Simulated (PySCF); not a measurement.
Several structures and their simulated spectra, in scrambled order.

A. SMILES C=Cc1cccc2c1COC2=O
B. `InChI=1S/CH3Cl5Si2/c1-7(2,3)8(4,5)6/h1H3`
C. `C(C1=CN(CC#C)N=N1)#N`

Spectrum 1. ¹³C{¹H} NMR (computed): δ 174.6 (C), 151.4 (C), 138.5 (CH), 136.8 (C), 134.3 (CH), 133.8 (C), 132.7 (CH), 132.5 (CH), 123.2 (CH2), 70.4 (CH2).

Spectrum 2. ¹³C{¹H} NMR (computed): δ 139.1 (CH), 128.5 (C), 117.2 (C), 84.2 (CH), 81.4 (C), 40.8 (CH2).

Spectrum 3. ¹³C{¹H} NMR (computed): δ 9.6 (CH3).

Method: GFN2-xTB structure, shieldings: GIAO PBE0/pcSseg-1, in PySCF 2.14.0 with density-fitted response routines (no solvent, no relativistic terms, equivalent nuclei averaged, one computed conformer).

References, each an isolated molecule treated in the same way: ¹³C (σref 186.93) against TMS. Shifts are as computed. Against solution values, carbons near 30 ppm lie about +3 ppm off and those near 130 ppm about +5 ppm. Of 1211 compounds with measured shifts, 218 miss one by over three times the rms of a fit or turn the order of signals round; such compounds aren't used in these exercises.

Match each spectrum to its structure.

Results:

1–A, 2–C, 3–B.

- Spectrum 1 (A): 10 ¹³C signals; δC 174.6 is an ester carbonyl carbon; δC 138.5 is an alkene CH.
- Spectrum 2 (C): 6 ¹³C signals; δC 117.2 is a nitrile carbon; δC 84.2 is a terminal alkyne carbon.
- Spectrum 3 (B): a single ¹³C signal, at 9.6 ppm (methyl carbon bonded to Si).
